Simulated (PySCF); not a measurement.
CCl3, SMILES [C+](Cl)(Cl)Cl, charge +1. Geometry: r2SCAN-D4/def2-SVP.

TDA-ωB97X/def2-SVPD (PySCF) puts the lowest singlet excitations at 3.93, 5.06, 5.06, 5.92, 5.92, 7.74 eV.

What are the lowest excitation roots from ADC(2)/aug-cc-pVDZ run with PySCF? (An estimate is asked for; the answer gives what the named calculation found.)

3.64, 4.93, 4.93, 5.03, 5.03, 7.40 eV. S1 differs by -0.29 eV (second minus first; roots are paired by order, and the bases may differ).
